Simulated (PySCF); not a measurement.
Al(Cl)(H)(NCO) (CHAlClNO), SMILES C(=[N][AlH][Cl])=O.

The structure is a stationary point at PBE0-D3(BJ)/def2-SVP. The values are those of a single conformer.

Calculation: TDA-CAM-B3LYP/def2-SVPD (PySCF).

Vertical excitations. Isolated molecule, no solvent. State labels are in the subgroup Cs.

Computed UV-visible absorptions:
| state | symmetry | energy (eV) | λ (nm) | f | main pairs |
|---|---|---|---|---|---|
| S1 | A" | 6.07 | 204 | 0.002 | HOMO→LUMO 92 % |
| S2 | A" | 6.69 | 185 | 0.012 | HOMO−2→LUMO 97 % |
| S3 | A' | 6.72 | 185 | 0.088 | HOMO−1→LUMO 78 % |
| S4 | A' | 7.41 | 167 | 0.019 | HOMO→LUMO+1 72 % |
| S5 | A" | 7.50 | 165 | 0.001 | HOMO−1→LUMO+1 68 %, HOMO−1→LUMO+4 12 % |
| S6 | A' | 7.57 | 164 | 0.047 | HOMO−3→LUMO 81 % |
| S7 | A" | 7.59 | 163 | 0.008 | HOMO−4→LUMO 71 % |
| S8 | A" | 7.76 | 160 | 0.008 | HOMO−1→LUMO+2 28 %, HOMO−4→LUMO 17 %, HOMO−1→LUMO+6 16 %, HOMO−1→LUMO+3 10 % |
| S9 | A' | 7.84 | 158 | 0.101 | HOMO−2→LUMO+1 74 % |
| S10 | A" | 8.16 | 152 | 0.113 | HOMO−3→LUMO+1 69 % |
| T1 | A" | 5.87 | 211 | 0 | HOMO→LUMO 82 % |
| T2 | A' | 5.97 | 208 | 0 | HOMO−1→LUMO 82 % |
| T3 | A" | 6.31 | 196 | 0 | HOMO−2→LUMO 75 % |
| T4 | A' | 6.77 | 183 | 0 | HOMO→LUMO+6 26 %, HOMO→LUMO+4 22 %, HOMO→LUMO+2 15 %, HOMO→LUMO+1 13 % |
Triplets are in the Tamm–Dancoff approximation.
